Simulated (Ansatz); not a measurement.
Input for Ansatz (an electronic-structure program): R-CCSD(T)/aug-cc-pVDZ on CH7NSe (a complex), monomers drawn apart or pushed together. The run froze 16 orbitals, filled d shells among them.

Ansatz 0.2 input:
```yaml
crystal:
  periodic: [false, false, false]
  atoms:
    - {symbol: C, position_ang: [0.42266920, -0.08409219, -0.17174038]}
    - {symbol: N, position_ang: [-0.56392928, 0.64091677, 0.62844889]}
    - {symbol: H, position_ang: [0.01573767, -1.05905078, -0.44483626]}
    - {symbol: H, position_ang: [1.31075178, -0.26230605, 0.43577258]}
    - {symbol: H, position_ang: [0.73302948, 0.42346912, -1.09424791]}
    - {symbol: H, position_ang: [-1.41733207, 0.79590041, 0.10579976]}
    - {symbol: H, position_ang: [-0.21135666, 1.55009867, 0.90148183]}
    - {symbol: Se, position_ang: [-0.44631555, -0.95797449, 4.68855588]}
    - {symbol: H, position_ang: [-0.90207821, -1.98476373, 3.74710064]}
    - {symbol: H, position_ang: [-0.32045933, -1.94968676, 5.77780288]}
basis:
  gaussian:
    orbitals: aug-cc-pVDZ
magnetization: {spin_polarized: false}
correlation: {method: ccsd_t, electrons: outside_noble_gas}
scf: {lower_state_search: off}
```

The log:

```
WARN ansatz: RAYON_NUM_THREADS=1 ignored (pool sized by the plan → 1); use --threads N
Functional definition: HF
these checks for a lower state are left out or cut short: stability, starts, cluster_reference, orbital_swaps, neighbouring_geometries, increment
integrals: 0.39 GiB planned
1460 factors; integrals over basis functions are off by at most 1.1e-3 eV
mean field: 0.52 GiB planned
mean field evaluation 1: about -67922.3120 eV, gradient 3.4e1 eV
mean field evaluation 2: about -67922.3321 eV, gradient 3.4e1 eV
mean field evaluation 4: about -67925.1962 eV, gradient 3.1e0 eV
mean field evaluation 8: about -67925.2364 eV, gradient 2.0e-1 eV
mean field -67925.23669681 eV, -2496.2064072287 hartree, gradient 2.1e-6 eV, S^2 0.000000; 0 other end points of the search recorded, 0 dependent functions left out
16 core orbitals not correlated
reference -67925.23669681 eV, -2496.2064072287 hartree; 11, 11 occupied and 118, 118 virtual orbitals, 1460 factors
second order -13.05997875 eV of doubles, -0.00000000 eV of singles
coupled cluster: 0.90 GiB planned
cycle   1  -14.01782784 eV  change   -9.6e-1 eV  update   7.8e-2
cycle   2  -14.41143426 eV  change   -3.9e-1 eV  update   2.4e-2
cycle   3  -14.46230121 eV  change   -5.1e-2 eV  update   8.6e-3
cycle   4  -14.46110564 eV  change    1.2e-3 eV  update   2.3e-3
cycle   5  -14.46083303 eV  change    2.7e-4 eV  update   8.5e-4
cycle   6  -14.46072819 eV  change    1.0e-4 eV  update   2.9e-4
cycle   7  -14.46063750 eV  change    9.1e-5 eV  update   1.1e-4
cycle   8  -14.46063662 eV  change    8.8e-7 eV  update   4.1e-5
cycle   9  -14.46063937 eV  change   -2.8e-6 eV  update   1.6e-5
perturbative correction -0.41026392 eV, -0.0150769208 hartree
Total energy: -67940.10760010 eV, -2496.7529028446 hartree
Checks for a lower state left out: stability, starts, cluster_reference, orbital_swaps, neighbouring_geometries, increment
```

The run converged.

Cost: roughly 23 core-seconds.
